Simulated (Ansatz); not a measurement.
Li11F11⁻ (started as a model of: (LiF)11 cage of four- and six-membered rings). Total charge -1; doublet. Geometry r2SCAN-D4/def2-SVP, that of the neutral singlet; atoms count from 1.

```
atom   x (Å)   y (Å)   z (Å)
 Li1  -2.493  -0.486   1.881
  F2  -2.412  -1.143   0.232
 Li3  -2.507   0.601  -0.272
  F4  -2.767   1.235   1.377
 Li5  -1.235   1.557   2.244
  F6  -1.030  -0.157   2.850
 Li7   0.426  -0.945   2.249
  F8   0.384  -2.087   0.850
 Li9  -0.962  -2.010  -0.331
 F10  -0.473  -1.701  -2.015
Li11  -0.557   0.040  -2.531
 F12  -1.222   1.210  -1.356
Li13   0.049   2.133  -0.488
 F14   0.107   2.208   1.318
Li15   1.745   1.471   1.140
 F16   1.978  -0.167   1.748
Li17   1.999  -1.398   0.426
 F18   1.802   1.720  -0.646
Li19   1.244  -1.562  -2.450
 F20   1.124   0.115  -3.131
Li21   2.297   0.540  -1.848
 F22   2.505  -1.174  -1.246
```

The highest occupied level of the charge -1 doublet lies above zero (up to 1.13 eV). By energy differences it is unbound by 0.41 eV (vertical, to the charge 0 singlet, at PBE0-D4/def2-SVP) and held by the finite basis.

(1) Estimate the Mulliken populations from the PBE0/def2-SVP orbitals of Ansatz.

(2) Where does the spin sit?

(3) And the Mayer bond orders between bonded heavy atoms (over 0.3)?

## Answers

(1) 
| atom | charge (e) | spin (α − β) |
| --- | --- | --- |
| Li1 | 0.08 | 0.49 |
| F2 | -0.58 | 0.00 |
| Li3 | 0.58 | 0.00 |
| F4 | -0.59 | 0.00 |
| Li5 | 0.68 | -0.10 |
| F6 | -0.58 | 0.00 |
| Li7 | 0.57 | 0.00 |
| F8 | -0.58 | 0.00 |
| Li9 | 0.72 | -0.13 |
| F10 | -0.58 | 0.00 |
| Li11 | 0.58 | 0.00 |
| F12 | -0.58 | 0.00 |
| Li13 | 0.51 | 0.09 |
| F14 | -0.58 | 0.00 |
| Li15 | 0.33 | 0.26 |
| F16 | -0.58 | 0.00 |
| Li17 | 0.57 | 0.00 |
| F18 | -0.58 | 0.00 |
| Li19 | 0.08 | 0.49 |
| F20 | -0.59 | 0.00 |
| Li21 | 0.68 | -0.10 |
| F22 | -0.58 | 0.00 |
Mulliken values and Mayer orders depend strongly on the basis.

(2) Summed by element: Li 1.01, F -0.01, of 1 unpaired in all. Largest on single atoms: Li1 0.49, Li19 0.49, Li15 0.26.

(3) Li5–F14 0.31 (1.76 Å); F6–Li7 0.31 (1.76 Å); Li15–F16 0.32 (1.76 Å); Li17–F22 0.31 (1.76 Å); F18–Li21 0.31 (1.76 Å). Values over 0.3 also appear between atoms too far apart for a bond (Li1–Li19 0.47 at 5.82 Å); they arise where an orbital or an unpaired electron spreads over both atoms.
